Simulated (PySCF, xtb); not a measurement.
trichloro(chlorosilyl)silane (Cl4H2Si2), SMILES Cl[Si](Cl)(Cl)[SiH2]Cl. Atoms are numbered in the order given.

```xyz
8

Si     1.1887     1.3819     0.0000
Cl    -0.1930     2.9265     0.0000
Si     0.0023    -0.6259     0.0000
Cl    -1.1869    -0.7646     1.6745
Cl    -1.1869    -0.7646    -1.6745
Cl     1.3468    -2.1924     0.0000
H      2.0336     1.4660     1.2233
H      2.0336     1.4660    -1.2233
```
Charge 0, spin multiplicity 1.

The structure is a stationary point at r2SCAN-D4/def2-SVP. One conformer was computed; it need not be the lowest.

Computed with IEF-PCM-M06-2X/def2-SVP (PySCF 2.14.0).

The values are the electrostatic part of the solvation free energy, E(continuum) − E(gas) at the gas-phase geometry, in a cavity of scaled van der Waals radii (PySCF's table); cavitation and dispersion terms are not included. In vacuum the orbital gap is 9.40 eV. The dipole moment in vacuum is 1.54 D.

Computed values in water (ε = 78.36), ethanol (ε = 24.85), acetonitrile (ε = 35.69):
```csv
solvent,ε,ΔG(elec) (kcal/mol),dipole (D),gap (eV)
water,78.36,-1.9,2.12,9.48
ethanol,24.85,-1.8,2.09,9.48
acetonitrile,35.69,-1.9,2.11,9.48
```

For comparison, GFN2-xTB/ALPB(water) (xtb, at the GFN2-xTB geometry, all terms of that model) gives -2.3 kcal/mol.
